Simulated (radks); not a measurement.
Question: Species: Tb60+. Configuration: [He] 2s2 2p1. Calculated with a radial shooting solver on a logarithmic mesh with Libxc functionals: scalar-relativistic Kohn-Sham, PBEsol, spin-polarised, spherical densities, finite nucleus; open shells are filled with parallel spins first (spin-orbit coupling, left out, can overturn this in heavy ions); Fermi nuclear charge, rms radius 5.06 fm. Some entries of the table are withheld. Estimate them.

orbital,occ.,eigenvalue (eV),r(max) (bohr),<r> (bohr)
1s up,1,-58265.64,0.01363,0.02144
1s down,1,-58246.13,0.01363,0.02143
2s up,1,-14091.33,0.07542,(1)
2s down,1,-14056.24,0.07548,(2)
2p up,1,-13290.24,0.06046,0.07651
2p down,0,-13248.25,0.06053,0.07662
3s up,0,-6022.860,0.1955,0.2037
3s down,0,-6013.104,0.1958,0.2040
3p up,0,-5783.892,0.1868,0.1956
3p down,0,-5773.049,0.1870,0.1959

Answer: 
(1) 2s up <r> (bohr): 0.08760
(2) 2s down <r> (bohr): 0.08770
